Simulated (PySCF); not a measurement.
**How methods differ on the ionisation energy of I²⁺**

I²⁺ [Kr] 4d10 5s2 5p3 (4S) → I³⁺ [Kr] 4d10 5s2 5p2 (3P), as a difference of total energies. All numbers are calculated (PySCF 2.14, the spin-free X2C one-electron Hamiltonian (Gaussian nucleus), in aug-cc-pwCVTZ-DK3 with one added diffuse shell each of s, p, d, f type (11s10p8d5f1g, 125 functions)). Correlated levels: valence: [Kr] 4d10 frozen. The calculations carry no spin-orbit coupling.

```tsv
method	ionisation energy (eV)
UHF	29.850
MP2 (valence)	30.303
SCS-MP2 (valence)	30.174
CCSD (valence)	30.288
CCSD(T) (valence)	30.313
```

How much does correlation contribute at CCSD(T) (valence)?

30.313 − (29.850) = 0.463 eV, measured against UHF.

A first-order spin-orbit estimate (lowest level to lowest level, LS coupling) adds -0.833 eV.

Errors of the correlated levels include the incompleteness of this basis and the frozen core.

For comparison: 29.57 ± 0.025 eV (measured; NIST Atomic Spectra Database, ionization energies).
